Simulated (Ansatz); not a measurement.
Isolated molecules relaxed with PBE0-D4/def2-TZVP in Ansatz; ΔE leaves out vibrations. CCSD(T)/CBS is the MP2 limit (def2-TZVPP, def2-QZVPP) plus CCSD(T) − MP2 in def2-TZVPP, frozen cores. Functionals use def2-TZVPP. One conformer a species, not always the lowest.

`CC(C)CCl` + `O[SiH2]O[SiH](O)O` → `CO[SiH](O)O[SiH2]O` + `CCCCl`  (substitution at a C–C bond)

| species | B2PLYP energy (Eh) |
| --- | --- |
| `CC(C)CCl` | -617.83995 |
| `O[SiH2]O[SiH](O)O` | -883.48751 |
| `CO[SiH](O)O[SiH2]O` | -922.75692 |
| `CCCCl` | -578.54959 |

**Question.** Work out ΔE.

**Answer.** ΔE = (-922.75692) + (-578.54959) − (-617.83995) − (-883.48751) = 0.02095 Eh = +55.0 kJ/mol. CCSD(T)/CBS gives +62.6 kJ/mol.

Largest T1 diagnostic among the species: 0.012.

In def2-TZVPP, CCSD(T) changes the Hartree–Fock value by +15.9 kJ/mol (the triples alone add +1.6 kJ/mol) and MP2 by +23.0 kJ/mol.
